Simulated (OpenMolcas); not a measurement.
A calculation on Hf I.

```yaml
Program: OpenMolcas
Method: "SS-CASPT2, IPEA 0.25 Eh, imaginary shift 0.1 Eh (closed shells correlated: 5s 5p)"
Basis: ANO-RCC-VTZP [8s7p5d3f2g1h]
Scalar_Hamiltonian: DKH2, point nucleus
Active_space: 4 electrons in 6 orbitals (5d 6s)
State_averaging: 2S+1 = 5 even, 15 roots (10 in the spin-orbit step); 2S+1 = 3 even, 55 roots; 2S+1 = 1 even, 50 roots
Spin-orbit_coupling: RASSI with atomic mean-field integrals over the reference wave functions, term energies averaged over their components
```

**Question.** Which level of the active space comes out lowest?

**Answer.** 5d² 6s² ³F₂, with 89 % of that term; it is also the measured ground level.

**Question.** How high does 5d² 6s² ³P₀ lie?

**Answer.** 4350 cm⁻¹ above the lowest level; measured 5522 cm⁻¹ above the ground level, so the calculation is off by -21 %.

**Question.** How high does 5d² 6s² ³P₁ lie?

**Answer.** 5360 cm⁻¹ above the lowest level; measured 6573 cm⁻¹ above the ground level, so the calculation is off by -18 %.

**Question.** How high does 5d³ 6s ⁵F₅ lie?

**Answer.** 16380 cm⁻¹ above the lowest level.

**Question.** The level at 4680 cm⁻¹ has J = 2. What is it made of, and what is its g factor?

**Answer.** 48 % 5d² 6s² ¹D₂, 43 % 5d² 6s² ³P, 8 % 5d² 6s² ³F; g = 1.189, against 1.000 from Landé's formula for the pure leading term.

Measured values: NIST Handbook of Basic Atomic Spectroscopic Data.

CASPT2 does not keep the components of a term degenerate, so their means are used; among the terms shown or strongly mixed into the levels shown the widest spread is 530 cm-1 (5d² 6s² ³F). Over all roots computed the reference weight is 0.85 to 0.93; the roots of lowest weight are the least certain, and an intruder state may touch them. Some high roots are left out of the spin-orbit mixing, which shifts the levels that they would mix with. A single d shell beside an s shell can misplace configurations of different d count against each other. Some terms miss by over 15 % even with CASPT2, which points to a basis or an active space too small for the shells correlated. Measured partners are found by configuration, term and J. A level has none where our copy of the source lacks it or the pairing is in doubt (some pairs that miss far off the trend of their configuration count as doubtful), and it then counts in no deviation. Only configurations of the active space appear.
